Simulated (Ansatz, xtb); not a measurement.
Two structures of FH2NOZn

We compare a, `O[NH][Zn][F]`, a singlet, with b, a singlet given by its coordinates. Both are isolated molecules in the gas phase, relaxed with B3LYP/6-31G*; the shapes shown needn't be the lowest conformers.

a (Å):

```yaml
atoms:
  - { symbol: F, position_ang: [-1.3130, 0.5881, -2.9286] }
  - { symbol: N, position_ang: [0.0016, -0.5620, 0.1292] }
  - { symbol: O, position_ang: [1.4267, -0.2530, -0.0557] }
  - { symbol: Zn, position_ang: [-0.7265, 0.1413, -1.3801] }
  - { symbol: H, position_ang: [-0.2333, -0.1122, 1.0144] }
  - { symbol: H, position_ang: [1.8343, -1.1317, 0.0186] }
```

b (Å):

```xyz
6

F    -0.1675    1.9474   -1.6993
N     2.5621   -0.5213   -2.2861
O     1.3069   -1.2149   -1.9362
Zn    0.5301    0.3834   -1.8084
H     3.2439   -0.8598   -1.6040
H     2.8425   -0.9288   -3.1805
```

Close contacts (Å): F1–Zn4 1.72, N2–O3 1.48, N2–Zn4 2.27, O3–Zn4 1.78, N2–H5 1.02, N2–H6 1.02.

Question: Estimate E(b) − E(a) at the level CCSD(T)/def2-TZVP.

Answer: Calculated at CCSD(T)/def2-TZVP: E(b) − E(a) = −31.4 kJ/mol, so structure b lies lower.

The same difference at several levels:

```tsv
level	geometry	E(b) − E(a) (kJ/mol)	departure from the last row (kJ/mol)	job, with rough time for the two
B3LYP/6-31G*	B3LYP/6-31G*	−47.7	−16.2	optimisation, 95 s
HF/def2-TZVP	B3LYP/6-31G*	−35.0	−3.6	part of the CCSD(T) run
MP2/def2-TZVP	B3LYP/6-31G*	−27.9	+3.5	part of the CCSD(T) run
CCSD(T)/def2-TZVP	B3LYP/6-31G*	−31.4		single point, 4.9 min
```

The levels shown agree on the order. The largest departure from CCSD(T)/def2-TZVP is that of B3LYP/6-31G*, 16.2 kJ/mol. Levels run at GFN2-xTB geometries aren't shown.

With harmonic frequencies from B3LYP/6-31G* (ideal gas, rigid rotor, one conformer each, 298.15 K, 1 atm): on the last row, ΔE + ΔZPE = −28.8, ΔH = −29.2, ΔG = −27.3 kJ/mol.

The correlated steps freeze 8 core orbitals; the last core shell of Zn is correlated, in a basis made for valence electrons. Mirror images aren't counted in ΔG. Run with Ansatz 0.2.0; the last row on 1 thread of Arm Neoverse V1 on a shared host.
